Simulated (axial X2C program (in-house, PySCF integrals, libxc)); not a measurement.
# Spin–orbit effects along a row: molecules with Li (ions), PBE0

Computed with an axial X2C code built on PySCF integrals, spin-free (one-electron X2C) or two-component (2c: spin–orbit coupling with atomic mean-field Coulomb and Gaunt terms, which also bring small scalar terms), in Dyall basis sets with cores contracted in-house; open shells are unrestricted.

Basis sets: Ag dyall-cv3z, Cd dyall-cv3z, I dyall-cv3z, In dyall-cv3z, Li dyall-cv3z, Mo dyall-cv3z, Nb dyall-cv3z, Pd dyall-cv3z, Ru dyall-cv3z, Sb dyall-cv3z, Tc dyall-cv3z, Te dyall-cv3z, Zr dyall-cv3z.

| molecule | spin-free state | Re (Å) | ωe (cm⁻¹) | De (eV) | 2c state | Re 2c (Å) | ωe 2c (cm⁻¹) | De 2c (eV) |
| --- | --- | --- | --- | --- | --- | --- | --- | --- |
| LiZr⁺ | M_S = 1, Λ = 2 | 3.130 | 265.8 | 1.26 | Ω = 1 | 3.130 | 265.7 | n/a |
| LiNb⁺ | M_S = 5/2, Λ = 2 | 2.905 | 238.2 | 1.00 | Ω = 1/2 | 2.905 | 238.2 | n/a |
| LiMo⁺ | M_S = 3, Λ = 0 | 2.955 | 221.1 | 0.84 | Ω = 3 | 2.955 | 220.9 | 0.84 |
| LiTc⁺ | M_S = 5/2, Λ = 0 | 2.819 | 281.9 | 1.40 | Ω = 5/2 | 2.819 | 281.8 | 1.39 |
| LiRu⁺ | M_S = 2, Λ = 2 | 2.790 | 258.9 | 0.91 | Ω = 4 | 2.789 | 259.1 | n/a |
| LiPd⁺ | ? | ? | ? | ? | ? | ? | ? | ? |
| LiAg⁺ | M_S = 1/2, Λ = 0 | 2.781 | 213.9 | 0.72 | Ω = 1/2 | 2.781 | 213.9 | 0.72 |
| LiCd⁺ | M_S = 0, Λ = 0 | 2.781 | 250.4 | 0.71 | Ω = 0 | 2.782 | 250.4 | 0.71 |
| LiIn⁺ | M_S = 1/2, Λ = 0 | 3.214 | 186.9 | 1.38 | Ω = 1/2 | 3.210 | 186.7 | n/a |
| LiSb⁺ | M_S = 3/2, Λ = 0 | 2.918 | 226.1 | 0.56 | Ω = 3/2 | 2.911 | 228.9 | 0.56 |
| LiTe⁺ | M_S = 1, Λ = 0 | 2.764 | 309.5 | 1.05 | Ω = 1 | 2.772 | 301.1 | 0.87 |
| LiI⁺ | M_S = 1/2, Λ = 1 | 2.706 | 299.7 | 0.70 | Ω = 3/2 | 2.709 | 299.0 | 0.75 |

Task: Estimate the 2c Re and ωe of LiPd⁺ as the mean of its neighbours in the table.

Result: Re ≈ 2.785 Å, ωe ≈ 236.5 cm⁻¹. The PBE0 runs give the row below, so the estimate misses by 0.353 Å and -49.8 cm⁻¹.

| molecule | spin-free state | Re (Å) | ωe (cm⁻¹) | De (eV) | 2c state | Re 2c (Å) | ωe 2c (cm⁻¹) | De 2c (eV) |
| --- | --- | --- | --- | --- | --- | --- | --- | --- |
| LiPd⁺ | M_S = 0, Λ = 0 | 2.429 | 287.4 | 0.77 | Ω = 0 | 2.432 | 286.3 | 0.77 |

Fragments in 2c: Zr + Li+, Nb + Li+, Mo + Li+, Tc + Li+, Ru + Li+, Pd + Li+, Ag + Li+, Cd + Li+, In + Li+, Sb + Li+, Te + Li+, I + Li+. Each entry is the lowest single determinant of a limited PBE0 search at one distance. De goes to single-determinant-based atoms at the same level (for ions the charge split of lowest energy) and is withheld (n/a) where an atom does not fit its ground term or J level. Main or longest-lived isotopes. One determinant is a doubtful description, or other states lie close, for LiZr⁺, LiNb⁺, LiMo⁺, LiTc⁺, LiRu⁺, LiSb⁺, LiTe⁺; these need not be ground states, and all values refer to the states named. Some open-shell Ω = 0 determinants are out of reach, so the Ω given for LiMo⁺, LiRu⁺, LiTe⁺ need not be the lowest component. With several unpaired electrons the Ω given is that of one determinant, not necessarily of the lowest component. The functionals have no current term, which raises determinants with orbital currents. Where the atoms have a lower orbital projection than the molecule, De at mean-field level may be about a tenth of an eV too small.
